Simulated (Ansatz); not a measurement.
Isolated molecules relaxed with PBE0-D4/def2-TZVP in Ansatz; ΔE leaves out vibrations. CCSD(T)/CBS adds triple-zeta CCSD(T) − MP2 to the extrapolated MP2 energy (def2 sets, frozen cores). Functionals use def2-TZVPP. B3LYP here is the variant with VWN-RPA as its local correlation; programs differ in this. One conformer a species, not always the lowest.

Consider the formal exchange of groups at a B–C bond: `BC1=NCN1C` + `CB([SiH3])[SiH3]` → `B[SiH2]B(C)[SiH3]` + `CN1C=NC1`.

`BC1=NCN1C`:

Cartesian coordinates in Å:
```
B -1.128 1.884 0.046
C -0.610 0.534 -0.495
N -1.154 -0.257 -1.387
C -0.049 -1.185 -1.124
N 0.559 -0.188 -0.236
C 1.104 -0.463 1.067
H -0.538 2.462 0.909
H -2.137 2.323 -0.409
H -0.380 -2.090 -0.606
H 0.544 -1.446 -2.006
H 1.324 0.482 1.567
H 2.041 -1.014 0.967
H 0.425 -1.043 1.709
```

`CB([SiH3])[SiH3]`:

Cartesian coordinates in Å:
```
C -1.004 -1.444 0.142
B -0.148 -0.156 -0.013
Si -0.172 1.270 1.415
Si 1.087 0.124 -1.585
H -1.864 -1.367 0.811
H -1.292 -1.937 -0.789
H -0.302 -2.137 0.642
H 1.118 2.001 1.555
H -0.574 0.761 2.758
H -1.203 2.263 0.982
H 0.800 -0.743 -2.763
H 2.474 -0.180 -1.118
H 1.081 1.545 -2.037
```

`B[SiH2]B(C)[SiH3]`:

Z-matrix (Å, degrees):
```
Si
B 1 2.028
B 1 1.996 2 99.3
H 1 1.492 2 110.3 3 118.4
H 1 1.490 2 111.8 3 -119.7
Si 2 2.015 1 117.0 3 101.1
C 2 1.554 1 120.6 3 -75.3
H 3 1.196 1 120.4 2 87.9
H 3 1.196 1 121.4 2 -85.9
H 6 1.494 2 106.6 1 78.9
H 6 1.492 2 114.4 1 -162.1
H 6 1.490 2 112.0 1 -38.2
H 7 1.106 2 103.2 1 92.9
H 7 1.093 2 114.8 1 -153.5
H 7 1.092 2 116.2 1 -23.0
```

`CN1C=NC1`:

```xyz
11

C    -0.645    0.898   -0.866
N    -0.288   -0.316   -0.178
C    -0.469   -0.550    1.175
N     0.678   -1.027    1.516
C     1.098   -0.730    0.133
H    -0.152    1.791   -0.457
H    -0.383    0.810   -1.922
H    -1.725    1.041   -0.804
H    -1.375   -0.409    1.763
H     1.818    0.090    0.075
H     1.443   -1.597   -0.435
```

| level | ΔE (kJ/mol) | difference from CCSD(T)/CBS |
| --- | --- | --- |
| PBE-D4 | 27.0 | -5.1 |
| r2SCAN-D4 | 29.6 | -2.5 |
| PBE0-D4 | 27.0 | -5.1 |
| ωB97X-V | 31.7 | -0.4 |
| B2PLYP | 36.8 | 4.7 |
| PBE | 27.1 | -5.0 |
| r2SCAN | 29.7 | -2.4 |
| B3LYP | 36.1 | 4.0 |
| SCS-MP2/def2-TZVPP | 38.1 | 6.0 |
| CCSD/def2-TZVPP | 31.5 | -0.6 |
| HF/def2-QZVPP | 36.9 | 4.8 |
| MP2/def2-QZVPP | 36.8 | 4.7 |
| SCS-MP2/def2-QZVPP | 38.2 | 6.1 |
| HF/CBS(def2) | 36.9 | 4.8 |
| MP2/CBS(def2) | 36.8 | 4.7 |
| CCSD/CBS(def2) | 31.5 | -0.6 |
| CCSD(T)/CBS | 32.1 | 0 |

Largest T1 diagnostic among the species: 0.015.
